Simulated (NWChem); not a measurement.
System meant: C2H5ClSi; SMILES [SiH3]/C=C\Cl

The following NWChem deck was run.

```
start job
memory heap 200 mb stack 900 mb global 1100 mb
geometry units angstroms noautosym nocenter noautoz
  Si    -0.428366     1.661996     0.000000
  C      1.077715     0.539516     0.000000
  C      1.031654    -0.794251     0.000000
  Cl    -0.449892    -1.688109     0.000000
  H     -1.265245     1.430292     1.215475
  H     -1.265245     1.430292    -1.215475
  H      0.045022     3.078738     0.000000
  H      2.083037     0.976693     0.000000
  H      1.910780    -1.445205     0.000000
end
basis spherical
  Si library def2-svp
  C library def2-svp
  Cl library def2-svp
  H library def2-svp
end
dft
  xc xtpss03 ctpss03
  iterations 150
end
property
  shielding 8 1 2 3 4 5 7 8 9
end
task dft property
```

End of the output:

```
 Vector   27  Occ=0.000000D+00  E= 3.470146D-02
              MO Center=  4.8D-01,  8.5D-01,  1.9D-09, r^2= 5.8D+00
   Bfn.  Coefficient  Atom+Function         Bfn.  Coefficient  Atom+Function
  ----- ------------  ---------------      ----- ------------  ---------------
    11      0.931284  1 Si px                81     -0.824141  8 H  s
    76     -0.798833  7 H  s                 86     -0.609629  9 H  s
    12      0.502786  1 Si py                66      0.440604  5 H  s
    71      0.440604  6 H  s                 39      0.390054  3 C  px
    25      0.344249  2 C  px                21      0.264974  2 C  s

 center of mass
 --------------
 x =  -0.01816061 y =  -0.20701823 z =   0.00000000

 moments of inertia (a.u.)
 ------------------
         737.815579412129           1.975291512113           0.000000000000
           1.975291512113         189.879417604692           0.000000000000
           0.000000000000           0.000000000000         906.426595458710

     Multipole analysis of the density
     ---------------------------------

     L   x y z        total         alpha         beta         nuclear
     -   - - -        -----         -----         ----         -------
     0   0 0 0     -0.000000    -24.000000    -24.000000     48.000000

     1   1 0 0      0.520773     -0.230257     -0.230257      0.981287
     1   0 1 0      0.013207      1.412096      1.412096     -2.810984
     1   0 0 1      0.000000      0.000000      0.000000      0.000000

     2   2 0 0    -27.263474    -68.194617    -68.194617    109.125760
     2   1 1 0     -0.511350      4.550367      4.550367     -9.612083
     2   1 0 1     -0.000000     -0.000000     -0.000000      0.000000
     2   0 2 0    -29.680172   -209.928136   -209.928136    390.176099
     2   0 1 1      0.000000      0.000000      0.000000      0.000000
     2   0 0 2    -30.478183    -20.514909    -20.514909     10.551634

          -----------------------------------------
          Chemical Shielding Tensors (GIAO, in ppm)
          -----------------------------------------

 ------------------------------------------------------------------------
  xtpss03: d2 not coded                    0
 ------------------------------------------------------------------------
 ------------------------------------------------------------------------
  current input line :
    27: task dft property
 ------------------------------------------------------------------------
 ------------------------------------------------------------------------
 This error has not yet been assigned to a category
 ------------------------------------------------------------------------
 For more information see the NWChem manual at https://nwchemgit.github.io

0: xtpss03: d2 not coded:Received an Error in Communication
```

Can this run be used? If not, why, and what is the fix?

The program stopped with an error. Cause: this functional's second derivatives, which shieldings need, aren't coded here; the fix takes a hybrid GGA instead. This input runs:
```
start job
memory heap 200 mb stack 900 mb global 1100 mb
geometry units angstroms noautosym nocenter noautoz
  Si    -0.428366     1.661996     0.000000
  C      1.077715     0.539516     0.000000
  C      1.031654    -0.794251     0.000000
  Cl    -0.449892    -1.688109     0.000000
  H     -1.265245     1.430292     1.215475
  H     -1.265245     1.430292    -1.215475
  H      0.045022     3.078738     0.000000
  H      2.083037     0.976693     0.000000
  H      1.910780    -1.445205     0.000000
end
basis spherical
  * library def2-svp
end
dft
  xc pbe0
  iterations 150
end
property
  shielding 8 1 2 3 4 5 7 8 9
end
task dft property
```
It converges to -828.21442 Ha (PBE0/def2-SVP, GIAO).
